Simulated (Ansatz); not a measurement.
```yaml
crystal:
  periodic: [false, false, false]
  atoms:
    - {symbol: Sn, position_ang: [-1.940674, 0.987391, 0.723783]}
    - {symbol: Sn, position_ang: [0.490929, -0.428704, -2.121643]}
    - {symbol: Sn, position_ang: [-0.161342, -1.581512, 1.654694]}
    - {symbol: Sn, position_ang: [1.231342, 1.354379, 1.383720]}
    - {symbol: Te, position_ang: [2.293462, -1.074150, 0.149372]}
    - {symbol: Te, position_ang: [-1.871077, -1.555938, -0.717084]}
    - {symbol: Te, position_ang: [-0.042649, 2.298534, -1.072843]}
basis:
  gaussian: {orbitals: def2-TZVP, initial_orbitals: start.molden}
hamiltonian: {xc: {name: wB97X-V}}
scf: {omitted_lower_state_checks: [starts]}
output: {forces: true, orbitals: {seedname: orbitals}}
```

The file start.molden holds the orbitals of an earlier run on this structure, at another level or in another basis.

```sh
$ ansatz run in.yaml --threads 4 --pin off --events-out ev --progress --plain --max-ram 4787MiB
```

**Question.** Does this run fit into the memory that it is given?

**Answer.** No. It has 350 basis functions, and Ansatz plans for 6 GiB where 5 GiB are given.
